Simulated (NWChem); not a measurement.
Species: CH6FNOSi; SMILES CN[Si@H](O)F

```xyz
11

C      0.2357    -2.3520     0.1067
N     -0.0553    -1.0580    -0.4972
Si    -0.2634     0.4109     0.3307
O     -1.2068     1.3686    -0.6342
F      1.0900     1.2635     0.6027
H      0.0421    -2.3006     1.1832
H     -0.4098    -3.1382    -0.3052
H      1.2820    -2.6602    -0.0288
H      0.0120    -1.0378    -1.5077
H     -0.8151     0.1126     1.6701
H     -1.0300     2.3178    -0.5752
```
Atoms are numbered in this order, from 1.

Program: NWChem. Pople sets run with spherical d functions. The geometry was optimised at B3LYP/6-31G* (spherical d). Level: B3LYP/6-31G* with SMD (1 M gas to 1 M solution), gas-phase geometry. Reactions with the solvent are ignored.

Question: Predict the results for solvent water. Quantities: solvation free energy (kcal/mol); cavity-dispersion-structure term (kcal/mol); dipole in solution (D).

Answer: The solvation free energy (kcal/mol) comes out as -4.9. The cavity-dispersion-structure term (kcal/mol) comes out as 3.6 and the dipole in solution (D) comes out as 0.87.
